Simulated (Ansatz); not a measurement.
Relaxation of AlBrH$_{6}$OSi$_{2}$ (11 atoms, charge 0, multiplicity 1), to a largest force component of 0.015 eV/Å in at most 40 steps.

Method: Ansatz 0.2.0, RKS B3LYP-D4/def2-SVP.

```xyz
11
Properties=species:S:1:pos:R:3
O -1.231 1.553 -0.530
Si -0.782 0.034 -0.037
Si 0.583 -0.819 -1.568
Al 0.430 0.208 2.022
Br 2.340 1.485 2.161
H -1.954 1.889 0.128
H -1.925 -0.836 0.110
H -0.033 -0.901 -2.857
H 1.794 0.071 -1.639
H 1.047 -2.157 -1.096
H -0.203 -0.585 3.326
```

**Question.** Where does it end, and by what steps?

**Answer.** The run converged. The force dipped under the threshold on the way, but the program's further checks kept it going. After 37 steps the energy has fallen by 0.552 eV; Br5 moved furthest, 2.27 Å.

| step | energy less start (eV) | largest force component (eV/Å) | accepted |
| --- | --- | --- | --- |
| 0 | 0.0000 | 2.470 | yes |
| 2 | -0.4476 | 0.199 | yes |
| 4 | -0.4601 | 0.163 | yes |
| 6 | -0.4617 | 0.118 | no |
| 8 | -0.4653 | 0.018 | yes |
| 10 | -0.4682 | 0.088 | yes |
| 12 | -0.4746 | 0.203 | yes |
| 14 | -0.4854 | 0.238 | yes |
| 16 | -0.5086 | 0.308 | yes |
| 18 | -0.5228 | 0.469 | yes |
| 20 | -0.5373 | 0.206 | yes |
| 22 | -0.5453 | 0.132 | yes |
| 24 | -0.5483 | 0.020 | yes |
| 26 | -0.5476 | 0.398 | no |
| 28 | -0.5498 | 0.010 | yes |
| 30 | -0.5506 | 0.098 | yes |
| 32 | -0.5511 | 0.033 | yes |
| 34 | -0.5515 | 0.021 | yes |
| 36 | -0.5517 | 0.017 | yes |
| 37 | -0.5517 | 0.006 | yes |

```xyz
11
Properties=species:S:1:pos:R:3
O -0.954 1.652 -0.533
Si -0.725 0.064 -0.022
Si 0.487 -1.058 -1.696
Al 0.433 0.169 2.140
Br 0.372 2.318 2.936
H -0.984 2.316 0.168
H -2.031 -0.661 0.148
H -0.198 -0.987 -3.020
H 1.855 -0.472 -1.828
H 0.629 -2.493 -1.299
H 1.182 -0.904 3.026
```

Whether the end is a true minimum wasn't checked by a vibrational analysis.

Time of the run: 2.5 min on 2 threads of Intel(R) Xeon(R) Platinum 8488C (Sapphire Rapids) (shared host), peak memory 0.37 GiB.
